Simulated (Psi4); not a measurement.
C$_{2}$H$_{5}$Si (SMILES [CH2][Si]C), doublet, at a GFN2-xTB geometry, atoms displaced at random by about 0.1 Å a coordinate; Psi4 with PBE0/3-21G.

Here is a job for Psi4.
```
memory 2 GB

molecule mol {
0 2
C     1.637966    0.017890   -0.393940
Si   -0.122771   -0.364952    0.543055
C    -1.506735    0.330150   -0.361758
H     2.425613   -0.632163    0.146660
H     1.896892    1.302103   -0.352955
H    -1.364905    1.090709   -0.915835
H    -1.797823   -0.599518   -1.094811
H    -2.396421    0.632023    0.098585
}

set {
  basis 3-21g
  reference uks
  intrafrag_hess fischer
}

optimize('pbe0')
print_variables()
```

Output, abridged:

```
gradient() will perform analytic gradient computation.

   => Loading Basis Set <=

    Name: 3-21G
    Role: ORBITAL
    Keyword: BASIS

         ---------------------------------------------------------
                                   SCF
               by Justin Turney, Rob Parrish, Andy Simmonett
                          and Daniel G. A. Smith
                              UKS Reference
         ---------------------------------------------------------

  ==> Geometry <==

    Molecular point group: c1
    Full point group: C1

    Geometry (in Angstrom), charge = 0, multiplicity = 2:

       Center              X                  Y                   Z               Mass
    ------------   -----------------  -----------------  -----------------  -----------------
         C            1.692447219487     0.092019471949    -0.463915059946    12.000000000000
         SI          -0.068289780513    -0.290822528051     0.473079940054    27.976926534650
         C           -1.452253780513     0.404279471949    -0.431733059946    12.000000000000
         H            2.480094219487    -0.558033528051     0.076684940054     1.007825032230
         H            1.951373219487     1.376232471949    -0.422930059946     1.007825032230
         H           -1.310423780513     1.164838471949    -0.985810059946     1.007825032230
         H           -1.743341780513    -0.525388528051    -1.164786059946     1.007825032230
         H           -2.341939780513     0.706152471949     0.028609940054     1.007825032230

  Running in c1 symmetry.

  Rotational constants: A =      0.76708  B =      0.20174  C =      0.16920 [cm^-1]
  Rotational constants: A =  22996.48715  B =   6048.08221  C =   5072.49310 [MHz]
  Nuclear repulsion =   87.814841235970647

  Charge       = 0
  Multiplicity = 2
  Electrons    = 31
  Nalpha       = 16
  Nbeta        = 15

  ==> Algorithm <==

  SCF Algorithm Type is DF.
  DIIS enabled.
  MOM disabled.
  Fractional occupation disabled.
  Guess Type is SAD.
  Energy threshold   = 1.00e-08
  Density threshold  = 1.00e-08
  Integral threshold = 1.00e-12

  ==> Primary Basis <==

  Basis Set: 3-21G
    Blend: 3-21G
    Number of shells: 27
    Number of basis functions: 41
    Number of Cartesian functions: 41
    Spherical Harmonics?: false
    Max angular momentum: 1

  ==> DFT Potential <==

   => LibXC <=

    Version 7.1.2
    S. Lehtola, C. Steigemann, M. J. T. Oliveira, and M. A. L. Marques,  SoftwareX 7, 1–5 (2018) (10.1016/j.softx.2017.11.002)

   => Composite Functional: PBE0 <=

    PBE0 Hyb-GGA Exchange-Correlation Functional

    C. Adamo and V. Barone,  J. Chem. Phys. 110, 6158 (1999) (10.1063/1.478522)
    M. Ernzerhof and G. E. Scuseria,  J. Chem. Phys. 110, 5029 (1999) (10.1063/1.478401)

    Deriv               =              1
    GGA                 =           TRUE
    Meta                =          FALSE

    Exchange Hybrid     =           TRUE
    MP2 Hybrid          =          FALSE

   => Exchange Functionals <=

    0.7500   Perdew, Burke & Ernzerhof

   => Exact (HF) Exchange <=

    0.2500               HF

   => Correlation Functionals <=

    1.0000   Perdew, Burke & Ernzerhof

   => LibXC Density Thresholds  <==

    XC_HYB_GGA_XC_PBEH:  1.00E-15

   => Molecular Quadrature <=

    Radial Scheme          =       TREUTLER
    Pruning Scheme         =           NONE
    Nuclear Scheme         =       TREUTLER

    Blocking Scheme        =         OCTREE
    BS radius alpha        =              1
    Pruning alpha          =              1
    Radial Points          =             75
    Spherical Points       =            302
    Total Points           =         173196
    Total Blocks           =           1331
    Max Points             =            256
    Max Functions          =             40
    Weights Tolerance      =       1.00E-15

   => Loading Basis Set <=

    Name: (3-21G AUX)
    Role: JKFIT
    Keyword: DF_BASIS_SCF

  ==> Integral Setup <==

  SCF_SUBTYPE=INCORE selected. In-core MEM_DF algorithm will be used.
  Using in-core AOs.

  ==> MemDFJK: Density-Fitted J/K Matrices <==

    J tasked:                   Yes
    K tasked:                   Yes
    wK tasked:                   No
    Algorithm:                 Core
    Schwarz Cutoff:           1E-12
    Mask sparsity (%):       1.0708
    Fitting Condition:        1E-10

   => Auxiliary Basis Set <=

  Basis Set: (3-21G AUX)
    Blend: DEF2-UNIVERSAL-JKFIT
    Number of shells: 118
    Number of basis functions: 433
    Number of Cartesian functions: 433
    Spherical Harmonics?: false
    Max angular momentum: 4

  Minimum eigenvalue in the overlap matrix is 2.9727656005E-02.
  Reciprocal condition number of the overlap matrix is 6.8040593610E-03.
    Using symmetric orthogonalization.

  ==> Pre-Iterations <==

  SCF Guess: Superposition of Atomic Densities via on-the-fly atomic UHF (no occupation information).

   -------------------------
    Irrep   Nso     Nmo
   -------------------------
     A         41      41
   -------------------------
    Total      41      41
   -------------------------

  ==> Iterations <==

                           Total Energy        Delta E     RMS |[F,P]|

   @DF-UKS iter SAD:  -365.62845834835974   -3.65628e+02   0.00000e+00
   @DF-UKS iter   1:  -366.08150277109422   -4.53044e-01   1.68711e-02 ADIIS/DIIS
   @DF-UKS iter   2:  -365.61517258630096    4.66330e-01   2.29356e-02 ADIIS/DIIS
   @DF-UKS iter   3:  -366.25841429028725   -6.43242e-01   8.23984e-03 ADIIS/DIIS
   @DF-UKS iter   4:  -366.34560876033862   -8.71945e-02   1.94643e-03 ADIIS/DIIS
   @DF-UKS iter   5:  -366.35049273700105   -4.88398e-03   6.70597e-04 ADIIS/DIIS
   @DF-UKS iter   6:  -366.35208633246441   -1.59360e-03   3.93583e-04 ADIIS/DIIS
   @DF-UKS iter   7:  -366.35382747873399   -1.74115e-03   1.89240e-04 ADIIS/DIIS
   @DF-UKS iter   8:  -366.35468148820740   -8.54009e-04   5.48063e-05 DIIS
[...]
  @DF-UKS Final Energy:  -366.43850909755838
    Total Energy =                       -366.4385090975583807
  @DF-UKS Final Energy:  -366.43872878277512
    Total Energy =                       -366.4387287827751152
  @DF-UKS Final Energy:  -366.43877519926599
    Total Energy =                       -366.4387751992659901
  @DF-UKS Final Energy:  -366.43881209818704
    Total Energy =                       -366.4388120981870429
  @DF-UKS Final Energy:  -366.43882469136634
    Total Energy =                       -366.4388246913663352
  @DF-UKS Final Energy:  -366.43882770386170
    Total Energy =                       -366.4388277038617048
  @DF-UKS Final Energy:  -366.43882861685250
    Total Energy =                       -366.4388286168525042
[...]
	       1.000000             1.007825         -3.95201047 -0.46191955 -2.10842039
	       1.000000             1.007825         -4.24398533  1.33236711  0.72443880

	 - Coordinate -           - BOHR/RAD -       - ANG/DEG -
	 R(1,2)           =         3.289954           1.740969
	 R(1,4)           =         2.052139           1.085945
	 R(1,5)           =         2.060572           1.090408
	 R(2,3)           =         3.634996           1.923557
	 R(3,6)           =         2.074141           1.097588
	 R(3,7)           =         2.068648           1.094681
	 R(3,8)           =         2.068714           1.094716
	 B(1,2,3)         =         2.155307         123.489977
	 B(2,1,4)         =         2.132255         122.169210
	 B(2,1,5)         =         2.123119         121.645752
	 B(2,3,6)         =         1.894762         108.561866
	 B(2,3,7)         =         1.929073         110.527748
	 B(2,3,8)         =         1.927997         110.466112
	 B(4,1,5)         =         2.027810         116.184966
	 B(6,3,7)         =         1.905935         109.202013
	 B(6,3,8)         =         1.905347         109.168324
	 B(7,3,8)         =         1.900485         108.889768
	 D(1,2,3,6)       =        -0.010520          -0.602748
	 D(1,2,3,7)       =         2.079500         119.146589
	 D(1,2,3,8)       =        -2.099175        -120.273852
	 D(3,2,1,4)       =        -3.140675        -179.947405
	 D(3,2,1,5)       =         0.002678           0.153438

	        --- Internal Coordinate Step in ANG or DEG, aJ/ANG or AJ/DEG ---
	-------------------------------------------------------------------------------
	           Coordinate      Previous         Force          Change          New
	           ----------      --------        ------          ------        ------
	               R(1,2)       1.74097        0.00016        0.00012       1.74109
	               R(1,4)       1.08595       -0.00005       -0.00004       1.08590
	               R(1,5)       1.09041       -0.00029       -0.00002       1.09039
	               R(2,3)       1.92356        0.00006        0.00016       1.92372
	               R(3,6)       1.09759       -0.00016        0.00000       1.09759
	               R(3,7)       1.09468        0.00002       -0.00000       1.09468
	               R(3,8)       1.09472       -0.00007       -0.00002       1.09469
	             B(1,2,3)     123.48998       -0.00001       -0.05182     123.43816
	             B(2,1,4)     122.16921        0.00000        0.00012     122.16933
	             B(2,1,5)     121.64575       -0.00001       -0.07459     121.57116
	             B(2,3,6)     108.56187       -0.00001       -0.06697     108.49489
	             B(2,3,7)     110.52775       -0.00000       -0.00376     110.52399
	             B(2,3,8)     110.46611        0.00001        0.01761     110.48372
	             B(4,1,5)     116.18497        0.00001        0.07452     116.25949
	             B(6,3,7)     109.20201        0.00000        0.01430     109.21631
	             B(6,3,8)     109.16832        0.00000        0.05843     109.22675
	             B(7,3,8)     108.88977       -0.00000       -0.01845     108.87132
	           D(1,2,3,6)      -0.60275        0.00000        0.50641      -0.09634
	           D(1,2,3,7)     119.14659       -0.00000        0.47996     119.62655
	           D(1,2,3,8)    -120.27385       -0.00000        0.46594    -119.80791
	           D(3,2,1,4)    -179.94740        0.00000       -0.05535    -180.00276
	           D(3,2,1,5)       0.15344       -0.00000       -0.10490       0.04853
	-------------------------------------------------------------------------------

	                                 ==> Convergence Check <==

	Measures of convergence in internal coordinates in au.

	Criteria marked as inactive (o), active & met (*), and active & unmet ( ).

	----------------------------------------------------------------------------------------------
	   Step    Total Energy     Delta E     Max Force     RMS Force      Max Disp      RMS Disp
	----------------------------------------------------------------------------------------------
	  Convergence Criteria     1.00e-06 *    3.00e-04 *             o    1.20e-03 *             o
	----------------------------------------------------------------------------------------------
	    18    -366.43882862   -9.13e-07 *    1.31e-04 *    5.79e-05 o    8.84e-03      3.20e-03 o  ~
	----------------------------------------------------------------------------------------------

Next Geometry in Ang
	Fragment 1 (Ang)

	    C   1.6238716425   0.2468772490  -0.0000050075
	   Si   0.0246041056  -0.3938360052   0.2514612175
	    C  -1.5696426125   0.4355055083  -0.4350275830
	    H   2.5102600653  -0.2385806902   0.3972748363
	    H   1.7890654922   1.1630706923  -0.5676713787
	    H  -1.2821997193   1.3418958015  -0.9832457550
	    H  -2.0944696236  -0.2446798271  -1.1134273270
	    H  -2.2428932154   0.7078875705   0.3840538033

    Final optimized geometry and variables:
    Molecular point group: c1
    Full point group: C1

    Geometry (in Angstrom), charge = 0, multiplicity = 2:

    C            1.624175471684     0.246489332663    -0.000636448227
    SI           0.024300088942    -0.390853507389     0.254636537258
    C           -1.569976341221     0.435742399558    -0.434633216611
    H            2.510199936266    -0.238601908984     0.398016210678
    H            1.791587367089     1.160416324723    -0.571337353203
    H           -1.284556190391     1.344326648424    -0.980261409735
    H           -2.091313876400    -0.244437298537    -1.115728019723
    H           -2.245820321075     0.705058308636     0.383356505482

  Variable Map:
  ----------------------------------------------------------------------------
[...]
  Array Variable Map:
  ----------------------------------------------------------------------------
[...]
Optimizer: Optimization complete!
```
